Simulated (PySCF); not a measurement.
Compound: C3H7FGa (charge -1).
Bonds: C1–C2 (double), C2–Ga3, C2–C4, C4–F5. Hydrogens: H6, H7 on C1; H8, H9, H10 on Ga3; H11, H12 on C4.

Theory: PySCF 2.14.0, PBE0-D3(BJ)/def2-SVP geometry optimisation, gas phase.

(1) How far are the bound atoms from Ga3?

(2) List the angles at Ga3.

(3) What is the shape at Ga3?

(4) What are the other bond lengths?

(5) Give some angles away from the centre.

(6) What are the rotational constants (commonest isotopes, rigid rotor)?

Answers

(1) 4 atoms: H8 1.615 Å, H10 1.616 Å, H9 1.626 Å, C2 2.050 Å. The nearest atom not counted as bound is C4, at 3.00 Å.

(2) 
```tsv
angle	degrees	distance of the outer atoms (Å)
H8–Ga3–H10	111.0	2.66
H8–Ga3–H9	110.5	2.66
H9–Ga3–H10	110.4	2.66
C2–Ga3–H10	109.4	3.00
C2–Ga3–H8	109.2	3.00
C2–Ga3–H9	106.2	2.95
```

(3) Tetrahedral: angles from 106.2° to 111.0°; τ4 = (360° − α − β)/141° = 0.98 with α and β the two widest (0 for a square, 1 for a tetrahedron).

(4) C1=C2 1.340 Å; C2–C4 1.487 Å; C4–F5 1.396 Å; C1–H6 1.097 Å; C1–H7 1.100 Å; C4–H11, C4–H12 1.107 Å.

(5) C1–C2–Ga3 125.3°, C1–C2–C4 119.7°, Ga3–C2–C4 114.9°, C2–C4–F5 115.5°.

(6) A = 7437, B = 1391, C = 1201 MHz: a near-prolate asymmetric top.

Charge -1, singlet. The geometry's basis has no diffuse functions, a weakness for an anion. Not checked by PBE0-D3(BJ)/def2-SVP frequencies.

Conformer computed: `[CH2:1]=[C:2]([GaH3-:3])[CH2:4][F:5]`: C1–C2–C4–F5 1°.

One conformer stands for the species.
